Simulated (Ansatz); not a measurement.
Species: [In(F)3(NH3)] (charge 0, multiplicity 1).

Give a relaxed geometry from Ansatz (a quantum-chemistry and plane-wave program) with PBE0-D4/def2-SVP.

the end point of this relaxation.
Z-matrix (Å, degrees):
```
N
H 1 1.0210
H 1 1.0210 2 108.46
H 1 1.0210 2 108.46 3 -117.60
In 1 2.2826 2 110.46 3 121.19
F 5 1.9569 1 97.29 2 -119.30
F 5 1.9569 6 118.40 3 -102.64
F 5 1.9569 6 118.43 3 102.12
```
